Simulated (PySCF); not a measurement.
NMR data sheet: C5H11NSi

| Quantity | Value |
| --- | --- |
| Formula | C5H11NSi |
| SMILES | C=N[SiH2]CC(=C)C |
| InChI | InChI=1S/C5H11NSi/c1-5(2)4-7-6-3/h1,3-4,7H2,2H3 |
| Point group of the computed structure | C1 |
| Degrees of unsaturation | 2 |
| Carbon signals | 5 |
| Proton signals | 7 |

Bonds (- single, = double, # triple, : aromatic): C1=N2, N2-Si3, Si3-C4, C4-C5, C5=C6, C5-C7. C1 carries H8, H9; Si3 carries H10, H11; C4 carries H12, H13; C6 carries H14, H15; C7 carries H16, H17, H18. H15 is cis to C4; H8 is cis to Si3; H14 is trans to C4; H9 is trans to Si3.

[PySCF 2.14.0 with density-fitted response routines: GIAO PBE0/pcSseg-1 shieldings; GFN2-xTB geometry; no relativistic terms; one averaged value for each set of equivalent atoms; in vacuum; a single conformation]

Scale: $^{1}$H, $^{13}$C, $^{29}$Si against TMS; NH3 for $^{15}$N (reference shieldings calculated alike).

| carbon | δC, type | δH (multiplicity) | HMBC from (2–3 bonds) | span of the C tensor (ppm) |
| --- | --- | --- | --- | --- |
| C1 | 171.0, CH2 | H8 8.76 (m); H9 8.64 (m) | H10/H11 | 205 |
| C4 | 30.4, CH2 | 2.15 (t) | H10/H11, H14, H15, H16/H17/H18 | 57 |
| C5 | 149.5, C | – | H10/H11, H14, H15, H12/H13, H16/H17/H18 | 248 |
| C6 | 116.0, CH2 | H14 5.02 (m); H15 4.93 (m) | H12/H13, H16/H17/H18 | 173 |
| C7 | 27.1, CH3 | 1.97 (s) | H14, H15, H12/H13 | 44 |

Other nuclei:
```csv
atoms,nucleus,environment,δ (ppm),σ (ppm)
H10/H11,$^{1}$H,"hydrogen on a silicon bonded to C, N",5.06,26.66
Si3,$^{29}$Si,"silicon bonded to C, N, 2 H",-31.5,380.6
N2,$^{15}$N,imine nitrogen,426.2,-158.5
```

- Carbon types of the structure: 1 × C, 3 × CH2, 1 × CH3, leaving 2 H on heteroatoms.
- δC 171.0: C=N carbon.
- δC 149.5: fully substituted alkene carbon; the olefinic region.
- δC 116.0: terminal =CH2 carbon; an sp2 carbon of a C=C bond.
- δH 8.76, 8.64: hydrogen on a C=N carbon.
- δH 5.02, 4.93: hydrogen on a terminal =CH2 carbon; attached to an sp2 carbon and in the plane of the double bond.

Shifts are as computed. Against solution values, carbons near 30 ppm lie about +3 ppm off and those near 130 ppm about +5 ppm. Of 1211 compounds with measured shifts, 218 miss one by over three times the rms of a fit or turn the order of signals round; such compounds aren't used in these exercises. Experimental scales use liquid or dissolved standards, which lie at an offset from isolated NH3 (liquid NH3: subtract about 20 ppm). Unscaled 15N shifts of sp2 nitrogen come out 20 to 40 ppm too high even then. No couplings were computed; multiplicities are counted from neighbouring protons, with m where these are inequivalent, close in shift, in a saturated or five-membered ring or joined by F or P, and br s for small geminal =CH2 splittings.
